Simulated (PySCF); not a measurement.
C3H3N2, SMILES C1=CN=C[N]1, multiplicity 2. Atoms are numbered in the order given.

```xyz
8

C      0.0000    -0.7422    -0.8789
C      0.0000     0.7422    -0.8789
N      0.0000     1.1737     0.3748
C      0.0000     0.0000     1.0987
N      0.0000    -1.1737     0.3748
H      0.0000    -1.4211    -1.7461
H      0.0000     1.4211    -1.7461
H      0.0000     0.0000     2.2000
```
Charge 0, spin multiplicity 2.

Coordinates come from a PBE-D3(BJ)/def2-SVP optimisation. The isomer is the one that the SMILES or the coordinates give; other isomers of the formula were not compared.

All values below come from ωB97X/def2-TZVP run with PySCF.

Isolated molecule, no solvent.

```
Property                                                                                                         Value
---------------------------------------------------------------------------------------------  -----------------------
total energy                                                                                        -225.57714 hartree
point group                                                                                                        C2v
α spin, highest occupied and lowest empty level                                                      -9.87 and 2.52 eV
β spin, highest occupied and lowest empty level                                                    -10.83 and -2.02 eV
dipole moment                                                                                                   1.77 D
quadrupole, principal values (traceless, Buckingham form, about the centre of nuclear charge)  -8.94, -1.23, 10.17 D·Å
mean static polarisability                                                                        42.8 bohr³ (6.34 Å³)
polarisability, principal values                                                                27.5, 46.6, 54.3 bohr³
⟨S²⟩                                                                                           0.775 (pure state 0.75)
```
